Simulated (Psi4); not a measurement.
C$_{2}$H$_{5}$S (SMILES C[CH-]S), charge -1, singlet, at a GFN2-xTB geometry (a gas-phase anion, which may not be bound at this level). Base run: Psi4 with M06-2X/def2-SVP.

Input for Psi4:
```
memory 2 GB

molecule mol {
-1 1
C     1.524343    0.560931    0.314908
C     0.044534    0.876769    0.100162
S    -0.855375   -0.671745   -0.236502
H    -1.442752   -0.785433    0.974973
H    -0.042398    1.421991   -0.870869
H     2.053462    1.500953    0.524441
H     1.646050   -0.089133    1.189398
H     2.058378    0.073345   -0.524334
}

set {
  basis def2-svp
  reference rks
}

energy('m06-2x')
print_variables()
```

Each row names what was changed in the base input (with any setting that the change needs).

```json
[
 {"change": "base", "ΔE vs base (µEh)": "0.0", "SCF cycles": "9", "grid points": "171855", "basis functions": "71"},
 {"change": "guess = sapgau", "ΔE vs base (µEh)": "0.0", "SCF cycles": "10", "grid points": "171855", "basis functions": "71"},
 {"change": "df_basis_scf = cc-pvtz-jkfit", "ΔE vs base (µEh)": "-36.6", "SCF cycles": "9", "grid points": "171855", "basis functions": "71"},
 {"change": "dft_spherical_points = 590", "ΔE vs base (µEh)": "9.0", "SCF cycles": "9", "grid points": "335368", "basis functions": "71"},
 {"change": "d_convergence = 1e-8", "ΔE vs base (µEh)": "0.0", "SCF cycles": "12", "grid points": "171855", "basis functions": "71"},
 {"change": "cholesky_tolerance = 1e-3 (with scf_type cd)", "ΔE vs base (µEh)": "447", "SCF cycles": "9", "grid points": "171855", "basis functions": "71"},
 {"change": "dft_spherical_points = 194", "ΔE vs base (µEh)": "-15.8", "SCF cycles": "9", "grid points": "110540", "basis functions": "71"},
 {"change": "dft_spherical_points = 974", "ΔE vs base (µEh)": "11.2", "SCF cycles": "9", "grid points": "553314", "basis functions": "71"},
 {"change": "diis_max_vecs = 3", "ΔE vs base (µEh)": "0.0", "SCF cycles": "11", "grid points": "171855", "basis functions": "71"},
 {"change": "scf_type = mem_df", "ΔE vs base (µEh)": "0.0", "SCF cycles": "9", "grid points": "171855", "basis functions": "71"},
 {"change": "level_shift = 0.3", "ΔE vs base (µEh)": "0.0", "SCF cycles": "9", "grid points": "171855", "basis functions": "71"},
 {"change": "dft_pruning_scheme = robust", "ΔE vs base (µEh)": "1.8", "SCF cycles": "9", "grid points": "117981", "basis functions": "71"},
 {"change": "dft_radial_points = 99", "ΔE vs base (µEh)": "13.2", "SCF cycles": "9", "grid points": "225922", "basis functions": "71"}
]
```

A gas-phase anion may not be bound at this level; its values then depend on the basis.
